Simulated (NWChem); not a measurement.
Program: NWChem. System: BF₂I, charge 0, spin multiplicity 1, at a geometry optimised with PBE0/def2-SVP with def2 effective core potentials on I. The structure started from a generated list of species. Level: G0W0@PBE0/def2-TZVPP with def2 effective core potentials on I, RI basis def2-tzvpp-rifit, no spin-orbit coupling.

The NWChem input:

```
start mol
memory heap 200 mb stack 700 mb global 1700 mb
geometry units angstroms nocenter noautoz
  B      0.000000     0.000000     1.323531
  F     -1.128672     0.000000     1.986784
  F      1.128672     0.000000     1.986784
  I      0.000000     0.000000    -0.799618
  symmetry group C2v
end
basis spherical
  * library def2-tzvpp
end
ecp
  I library def2-ecp
end
basis "ri basis" bse spherical
  * library def2-tzvpp-rifit
end
dft
  xc pbe0
  iterations 100
  direct
  tolerances tight
end
task dft energy
gw
  states alpha occ 4 vir 2
end
task dft gw
```

Part of the output:

```
             Northwest Computational Chemistry Package (NWChem) 7.3.0
             --------------------------------------------------------

                                NWChem Input Module
                                -------------------

 Scaling coordinates for geometry "geometry" by  1.889725989
 (inverse scale =  0.529177249)

 Turning off AUTOSYM since
 SYMMETRY directive was detected!

                             Geometry "geometry" -> ""
                             -------------------------

 Output coordinates in angstroms (scale by  1.889725989 to convert to a.u.)

  No.       Tag          Charge          X              Y              Z
 ---- ---------------- ---------- -------------- -------------- --------------
    1 B                    5.0000     0.00000000     0.00000000     1.32353100
    2 F                    9.0000    -1.12867200     0.00000000     1.98678400
    3 F                    9.0000     1.12867200     0.00000000     1.98678400
    4 I                   53.0000     0.00000000     0.00000000    -0.79961800

 Effective nuclear repulsion energy (a.u.)     289.3422950104

            Nuclear Dipole moment (a.u.)
            ----------------------------
        X                 Y               Z
 ---------------- ---------------- ----------------
     0.0000000000     0.0000000000     0.0000245664

      Symmetry information
      --------------------

 Group name             C2v
 Group number             16
 Group order               4
 No. of unique centers     3

      Symmetry unique atoms

     1    2    4


 Summary of "ao basis" -> "" (spherical)
 ------------------------------------------------------------------------------
       Tag                 Description            Shells   Functions and Types
 ---------------- ------------------------------  ------  ---------------------
 *                         def2-tzvpp                 on all atoms

 Summary of "ri basis" -> "" (spherical)
 ------------------------------------------------------------------------------
       Tag                 Description            Shells   Functions and Types
 ---------------- ------------------------------  ------  ---------------------
 *                      def2-tzvpp-rifit              on all atoms

                                 NWChem DFT Module
                                 -----------------

 Summary of "ao basis" -> "ao basis" (spherical)
 ------------------------------------------------------------------------------
       Tag                 Description            Shells   Functions and Types
 ---------------- ------------------------------  ------  ---------------------
 B                         def2-tzvpp               11       31   5s3p2d1f
 F                         def2-tzvpp               11       31   5s3p2d1f
 I                         def2-tzvpp               16       50   6s5p3d2f

 Summary of "ao basis" -> "ao basis" (spherical)
 ------------------------------------------------------------------------------
       Tag                 Description            Shells   Functions and Types
 ---------------- ------------------------------  ------  ---------------------
 B                         def2-tzvpp               11       31   5s3p2d1f
 F                         def2-tzvpp               11       31   5s3p2d1f
 I                         def2-tzvpp               16       50   6s5p3d2f

      Symmetry analysis of basis
      --------------------------

        a1         56
        a2         18
        b1         40
        b2         29

            General Information
            -------------------
          SCF calculation type: DFT
          Wavefunction type:  closed shell.
          No. of atoms     :     4
          No. of electrons :    48
           Alpha electrons :    24
            Beta electrons :    24
          Charge           :     0
          Spin multiplicity:     1
          Use of symmetry is: on ; symmetry adaption is: on
          Maximum number of iterations: 100
          This is a Direct SCF calculation.
          AO basis - number of functions:   143
                     number of shells:    49
          Convergence on energy requested:  1.00D-06
          Convergence on density requested:  1.00D-05
          Convergence on gradient requested:  5.00D-04

              XC Information
              --------------
                         PBE0 Method XC Functional
                     Hartree-Fock (Exact) Exchange  0.250
          PerdewBurkeErnzerhof Exchange Functional  0.750
            Perdew 1991 LDA Correlation Functional  1.000 local
           PerdewBurkeErnz. Correlation Functional  1.000 non-local

             Grid Information
             ----------------
          Grid used for XC integration:  medium
          Radial quadrature: Mura-Knowles
          Angular quadrature: Lebedev.
          Tag              B.-S. Rad. Rad. Pts. Rad. Cut. Ang. Pts.
          ---              ---------- --------- --------- ---------
          B                   0.85       49          10.0       434
          F                   0.50       49          10.0       434
          I                   1.40      123          10.0       590
          Grid pruning is: on
          Number of quadrature shells:   221
          Spatial weights used:  Erf1

          Convergence Information
          -----------------------
          Convergence aids based upon iterative change in
          total energy or number of iterations.
          Levelshifting, if invoked, occurs when the
          HOMO/LUMO gap drops below (HL_TOL):  1.00D-02
          DIIS, if invoked, will attempt to extrapolate
[...]
      Symmetry analysis of molecular orbitals - initial
      -------------------------------------------------

  Numbering of irreducible representations:

     1 a1          2 a2          3 b1          4 b2

  Orbital symmetries:

     1 a1          2 b1          3 a1          4 a1          5 a1
     6 b1          7 b2          8 a1          9 b1         10 b2
    11 a1         12 a2         13 a1         14 b1         15 a1
    16 a1         17 b1         18 b2         19 a1         20 a2
    21 b1         22 a1         23 b2         24 b1         25 a1
    26 b2         27 a1         28 a1         29 b1         30 b2
    31 b1         32 a1         33 b2         34 a2

   convergence    iter        energy       DeltaE   RMS-Dens  Diis-err    time
 ---------------- ----- ----------------- --------- --------- ---------  ------
 d= 0,ls=0.0,diis     1   -522.1804381623 -6.88D+02  7.17D-03  9.46D-01     2.1
 d= 0,ls=0.0,diis     2   -522.1329660643  4.75D-02  3.54D-03  1.76D+00     3.6
 d= 0,ls=0.0,diis     3   -522.2779777452 -1.45D-01  5.09D-04  1.90D-02     4.9
 d= 0,ls=0.0,diis     4   -522.2790496297 -1.07D-03  1.60D-04  1.81D-03     6.3
 d= 0,ls=0.0,diis     5   -522.2791704887 -1.21D-04  2.75D-05  1.92D-05     7.7
 d= 0,ls=0.0,diis     6   -522.2791716225 -1.13D-06  6.83D-06  2.32D-06     9.1
 d= 0,ls=0.0,diis     7   -522.2791717689 -1.46D-07  2.57D-06  1.30D-07    10.5

         Total DFT energy =     -522.279171768910
      One electron energy =    -1159.653185266907
           Coulomb energy =      518.733053733480
    Exchange-Corr. energy =      -47.092498618205
 Nuclear repulsion energy =      165.733458382723

 Numeric. integr. density =       48.000004775319

     Total iterative time =      9.8s

                  Occupations of the irreducible representations
                  ----------------------------------------------

                     irrep           alpha         beta
                     --------     --------     --------
                     a1               11.0         11.0
                     a2                2.0          2.0
                     b1                7.0          7.0
                     b2                4.0          4.0

                       DFT Final Molecular Orbital Analysis
                       ------------------------------------

 Vector   22  Occ=2.000000D+00  E=-3.858468D-01  Symmetry=a1
              MO Center=  7.1D-15,  2.1D-15, -3.2D-04, r^2= 3.1D+00
   Bfn.  Coefficient  Atom+Function         Bfn.  Coefficient  Atom+Function
  ----- ------------  ---------------      ----- ------------  ---------------
   111     -0.386727  4 I  pz               105      0.366726  4 I  pz
   108     -0.290882  4 I  pz                 8      0.184872  1 B  pz
    39     -0.179442  2 F  pz                70     -0.179442  3 F  pz
    11      0.172470  1 B  pz                98      0.160445  4 I  s
    42     -0.145578  2 F  pz                73     -0.145578  3 F  pz

 Vector   23  Occ=2.000000D+00  E=-3.088006D-01  Symmetry=b2
              MO Center= -7.9D-16, -8.9D-15, -6.2D-01, r^2= 2.2D+00
   Bfn.  Coefficient  Atom+Function         Bfn.  Coefficient  Atom+Function
  ----- ------------  ---------------      ----- ------------  ---------------
   110      0.541200  4 I  py               104     -0.446549  4 I  py
   107      0.354311  4 I  py               113      0.241977  4 I  py
    10      0.075099  1 B  py                 7      0.063073  1 B  py
    38     -0.062395  2 F  py                69     -0.062395  3 F  py
   101     -0.056793  4 I  py                41     -0.051387  2 F  py

 Vector   24  Occ=2.000000D+00  E=-2.991401D-01  Symmetry=b1
              MO Center= -1.4D-15, -1.2D-15, -7.1D-01, r^2= 2.1D+00
   Bfn.  Coefficient  Atom+Function         Bfn.  Coefficient  Atom+Function
  ----- ------------  ---------------      ----- ------------  ---------------
   109      0.556121  4 I  px               103     -0.458727  4 I  px
   106      0.366373  4 I  px               112      0.249124  4 I  px
    39     -0.060882  2 F  pz                70      0.060882  3 F  pz
   100     -0.058297  4 I  px                42     -0.048301  2 F  pz
    73      0.048301  3 F  pz                45     -0.039701  2 F  pz

 Vector   25  Occ=0.000000D+00  E=-2.465078D-02  Symmetry=b2
              MO Center= -5.7D-15,  7.7D-16,  9.1D-01, r^2= 2.9D+00
   Bfn.  Coefficient  Atom+Function         Bfn.  Coefficient  Atom+Function
  ----- ------------  ---------------      ----- ------------  ---------------
    10      0.496429  1 B  py                 7      0.403763  1 B  py
    13      0.366637  1 B  py               113     -0.253782  4 I  py
    44     -0.193599  2 F  py                75     -0.193599  3 F  py
    38     -0.176932  2 F  py                69     -0.176932  3 F  py
   110     -0.161917  4 I  py               126      0.159630  4 I  d -1

 Vector   26  Occ=0.000000D+00  E=-3.376565D-03  Symmetry=a1
              MO Center=  8.7D-16, -6.4D-15, -1.7D-01, r^2= 5.3D+00
   Bfn.  Coefficient  Atom+Function         Bfn.  Coefficient  Atom+Function
  ----- ------------  ---------------      ----- ------------  ---------------
     5      1.220721  1 B  s                114     -0.813393  4 I  pz
    99     -0.642834  4 I  s                 11     -0.425603  1 B  pz
     3      0.263695  1 B  s                 98     -0.260182  4 I  s
   111     -0.232805  4 I  pz                96      0.214142  4 I  s
   105      0.214076  4 I  pz               108     -0.198052  4 I  pz

 Vector   27  Occ=0.000000D+00  E= 4.539020D-02  Symmetry=a1
              MO Center= -2.2D-14, -4.6D-15,  6.9D-01, r^2= 6.0D+00
   Bfn.  Coefficient  Atom+Function         Bfn.  Coefficient  Atom+Function
  ----- ------------  ---------------      ----- ------------  ---------------
     5     -2.248483  1 B  s                  4      2.153375  1 B  s
    99      0.675335  4 I  s                 36     -0.351156  2 F  s
    67     -0.351156  3 F  s                 14      0.319248  1 B  pz
   127      0.293316  4 I  d  0              11      0.260586  1 B  pz
    24      0.228483  1 B  d  2               8     -0.220742  1 B  pz

 center of mass
 --------------
 x =   0.00000000 y =   0.00000000 z =  -0.12256710

 moments of inertia (a.u.)
 ------------------
         891.585028051172           0.000000000000           0.000000000000
           0.000000000000        1064.439331719991           0.000000000000
           0.000000000000           0.000000000000         172.854303668818

     Multipole analysis of the density
     ---------------------------------

     L   x y z        total         alpha         beta         nuclear
     -   - - -        -----         -----         ----         -------
     0   0 0 0     -0.000000    -24.000000    -24.000000     48.000000

     1   1 0 0     -0.000000     -0.000000     -0.000000      0.000000
     1   0 1 0     -0.000000     -0.000000     -0.000000      0.000000
     1   0 0 1     -0.170023    -21.239849    -21.239849     42.309674

     2   2 0 0    -32.870775    -57.378012    -57.378012     81.885250
     2   1 1 0     -0.000000     -0.000000     -0.000000      0.000000
     2   1 0 1      0.000000      0.000000      0.000000      0.000000
     2   0 2 0    -30.286453    -15.143226    -15.143226      0.000000
     2   0 1 1     -0.000000     -0.000000     -0.000000      0.000000
     2   0 0 2    -30.909868   -186.499964   -186.499964    342.090060

 Task  times  cpu:       10.5s     wall:       10.5s

                                NWChem Input Module
                                -------------------

                                 NWChem GW Module
                                 ----------------

                             ***********************
                             ***        GW       ***
                             ***********************

 Summary of "ri basis" -> "ri basis" (spherical)
 ------------------------------------------------------------------------------
       Tag                 Description            Shells   Functions and Types
 ---------------- ------------------------------  ------  ---------------------
 B                      def2-tzvpp-rifit            22       76   8s6p4d3f1g
 F                      def2-tzvpp-rifit            22       76   8s6p4d3f1g
 I                      def2-tzvpp-rifit            38      184   9s8p8d6f4g3h

                 Memory Information
                 ------------------
          Available GA per process is          1699.8 MBs
          Available stack per process is        700.0 MBs
          Available heap per process is           0.0 MBs

          Peak memory in Initialization
              Peak GA per process is                 13.1 MBs
              Peak stack per process is               0.2 MBs
              Peak heap per process is               13.7 MBs
              Memory not in MA per process            0.0 MBs

          Peak memory in AFF Calculation
              Peak GA per process is                 82.7 MBs
              Peak stack per process is              62.2 MBs
              Peak heap per process is                0.0 MBs
              Memory not in MA per process           62.2 MBs

          Computing 2-center integrals
          Computing Inverse Cholesky factor
          Computing 3-center integrals
          Computing V_xc ...

          Computing Sigma_x
          Computing RPA polarizability
          Solving quasiparticle equations

                  Alpha Orbitals
          State     Energy (eV)     Error (eV)
          -----------------------------------
@GW        21        -15.407           0.002
@GW        22        -12.649           0.005
@GW        23        -10.443           0.004
@GW        24        -10.225           0.004
@GW        25          1.511           0.005
@GW        26          1.973           0.004

   Applying  -2.0849 eV scissor-shift to rest of particle states

   Applying   2.1815 eV scissor-shift to rest of hole states

     GW Timing Statistics
   ------------------------
   Init.   :          0.1s
     ERIs  :          1.2s
     Distr.:          0.0s
     Vxc   :          1.3s
   Sigma_x :          0.0s
   RPA     :          3.5s
   Wmn     :          0.1s
   Sigma_c :          0.0s
   GW total:          6.3s

 Task  times  cpu:        6.3s     wall:        6.3s

 Total times  cpu:       16.8s     wall:       16.8s
```
